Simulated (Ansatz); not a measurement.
Cartesian coordinates in Å:
```
B -1.975 0.848 0.863
Si -0.081 0.867 1.467
F 0.704 2.236 1.135
Si 0.989 -0.890 0.316
Si 0.721 -0.601 -1.988
H -2.651 -0.093 1.167
H -2.455 1.679 0.152
H 0.035 0.644 2.936
H 0.346 -2.167 0.738
H 2.432 -0.938 0.682
H -0.735 -0.526 -2.290
H 1.360 0.670 -2.420
H 1.311 -1.728 -2.759
```

The species carries charge 0 and has multiplicity 1.

Task: List the PBE0/def2-TZVPP orbital energies in eV (Ansatz 0.2.0). (Estimate.)

Result: Ansatz gave: Occupied: -1803.30, -1802.65, -1802.65, -673.63, -185.29, -145.56, -145.03, -145.03, -100.26, -100.20, -100.17, -99.69, -99.68, -99.67, -99.67, -99.67, -99.67, -32.95, -16.50, -15.53, -14.26, -14.00, -12.58, -12.33, -11.75, -10.44, -10.23, -10.10, -9.71, -9.25, -8.41, -7.81. Lowest empty: -2.71, -0.61, 0.03, 0.29, 0.37, 0.93, 1.24, 1.72.
